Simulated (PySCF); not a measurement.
# TiCl₄: calculation against measurement

Isolated TiCl₄, optimised in PySCF with density fitting and no spin–orbit coupling; def2 sets carry scalar-relativistic core potentials from Rb on. It is a singlet of Td symmetry: PBE0/def2-SVP Ti–Cl 2.155 Å (×4).

Formally Ti is in oxidation state +4, d0. The polar-tensor charge on Ti, 1.97, is far below the formal one.

Task: The measured mean polarisability is 15.001 Å³ (NIST CCCBDB Release 22 (SRD 101), experimental polarizabilities). What do the calculations give?

Result: PBE0/def2-SVP 10.36 Å³. Basis sets without diffuse functions underestimate polarisabilities.

Stability towards spin polarisation was not tested.
